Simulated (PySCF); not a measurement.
Cartesian coordinates (Å):
```xyz
9

S     -1.1502     1.8393     0.4628
Ge     0.0003     0.0001    -0.0002
S     -1.4502    -1.4408    -0.8609
S      0.9401    -1.0232     1.7291
S      1.6611     0.6247    -1.3316
H     -0.0418     2.5711     0.7190
H     -2.0095    -0.5195    -1.6784
H     -0.2391    -1.4815     2.2082
H      2.2894    -0.5702    -1.2479
```
Charge 0, multiplicity 1.

Estimate the HOMO–LUMO gap, S1 oscillator strength and total energy that PBE0-D4/def2-TZVP // PBE0-D4/def2-SVP (PySCF) returns for this input.


```
Quantity                        Value
----------------------  -------------
HOMO–LUMO gap                 6.25 eV
S1 oscillator strength          0.016
total energy            -3671.5437 Ha
```
